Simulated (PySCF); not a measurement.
**Electronic structure of Tc (technetium, neutral) at the UHF level**

Configuration: [Kr] 4d5 5s2, high-spin 6S determinant. Calculation: PySCF 2.14, in aug-cc-pwCVTZ-PP with ECP28MDF (8s8p7d4f3g, 122 functions); a scalar-relativistic core potential.

| Item | Value |
| --- | --- |
| Total energy | -79.849512 hartree |
| One-electron energy | -137.5824 hartree |
| Hartree (Coulomb) energy | 66.0162 hartree |
| Exchange energy | -8.2833 hartree |
| ⟨S²⟩ | 8.7922 |
| ⟨L²⟩ | 0.000 |
| Sum of ⟨r⟩ | 24.85 bohr |
| Sum of ⟨r²⟩ | 58.60 bohr² |

```tsv
shell	electrons	mean orbital energy (hartree)	rms radius, mean of both spins (bohr)
4s α	1	-3.44576	1.14
4s β	1	-3.15782	1.14
4p α	3	-2.25520	1.27
4p β	3	-1.88423	1.27
4d α	5	-0.52118	1.80
5s α	1	-0.28037	3.88
5s β	1	-0.20848	3.88
```

Energies and moments cover only the electrons outside the core potential.
